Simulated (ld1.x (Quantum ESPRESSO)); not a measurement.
**Configuration tests for Te (Z = 52) (RRKJ)**

ld1.x (Quantum ESPRESSO) 7.5 input, shortened:

```
&input
   title='Te', zed=52., rel=1, dft='PZ', iswitch=3,
   config='[Kr] 4d10 5s2 5p4'
 /
 &inputp
   pseudotype=2, tm=.false., rho0=0.001, lloc=1,
   nlcc=.true., rcore=1.65
 /
2
5S  1  0   2.00   0.00  1.65  1.65  0.0
5P  2  1   4.00   0.00  1.90  1.90  0.0
 &test
   configts(1)='5s2 5p4'
 /
```

Energies are relative to the spin-unpolarised reference configuration 5s2 5p4; without spin polarisation the order of configurations can differ from experiment. Spin-polarised rows fill each open shell by Hund’s rule, majority spin first.

(1) Give the all-electron excitation energy and the error of the potential for: 5s2 5p3; 5s2 5p2; 5s2 5p1; 5s0 5p6; 5s2 5p0; 5s1 5p4; 5s2 5p3.5; 5s2 5p4 (spin-polarised); 5s2 5p3 (spin-polarised).

Answers

(1)

```
   valence configuration  charge  ΔE all-electron (eV)  error AE − PS (meV)
                 5s2 5p3      +1                 9.916                 -2.8
                 5s2 5p2      +2                28.089                  -14
                 5s2 5p1      +3                55.321                  -49
                 5s0 5p6       0                18.915                  -20
                 5s2 5p0      +4                92.227                 -142
                 5s1 5p4      +1                19.846                  -10
               5s2 5p3.5    +0.5                 3.985                 -1.0
5s2 5p4 (spin-polarised)       0                -0.480                 +7.0
5s2 5p3 (spin-polarised)      +1                 8.605                  +16
```
